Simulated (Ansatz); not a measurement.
The same path of BrH + CH4F2Si (10 atoms, charge 0, multiplicity 1) was run twice with different band settings. Lost on the way: Si1–C2, H6–Br7. Made: Si1–Br7, C2–H6.

Level of theory: RKS r2SCAN/def2-SVP (Ansatz).

Relaxed end points:

```xyz
10
Properties=species:S:1:pos:R:3
Si -0.400 -0.963 -0.003
C 0.677 0.060 1.086
F -0.063 -0.605 -1.562
F -0.039 -2.530 0.165
H -1.860 -0.809 0.180
H -0.323 1.343 -2.077
Br -0.711 2.674 -1.729
H 0.494 -0.164 2.149
H 0.488 1.133 0.921
H 1.738 -0.140 0.870
```

```xyz
10
Properties=species:S:1:pos:R:3
Si -1.418 -0.944 -0.861
C 1.427 0.820 0.858
F 0.101 -1.077 -1.368
F -1.427 -1.216 0.725
H -2.254 -1.950 -1.536
H 1.090 1.428 0.008
Br -2.136 1.091 -1.245
H 0.561 0.348 1.341
H 1.945 1.461 1.583
H 2.110 0.040 0.496
```

Common settings: movable images 7; climbing image yes; optimiser quadratic models (default); start path through a guess of the saddle point; force threshold 0.03 eV/Å; iteration limit 60; end points relaxed.

| run | spring |
| --- | --- |
| 1 | 5.0 eV/Å² |
| 2 | 20.0 eV/Å² |

What does each run give, and how far can it be trusted?

Run 1: converged after 16 iterations, highest image 1.658 eV above the first end. A vibrational analysis at the climbing image gives one clearly imaginary mode, 523i cm⁻¹: a first-order saddle point.
Run 2: converged after 14 iterations, highest image 1.658 eV above the first end. Another band between the same ends (7 images) ends at a top of the same energy, where a vibrational analysis finds 1 clearly imaginary mode.
The orbitals stay closed-shell, which can raise the energy where a bond breaks towards radicals; this wasn't checked here.
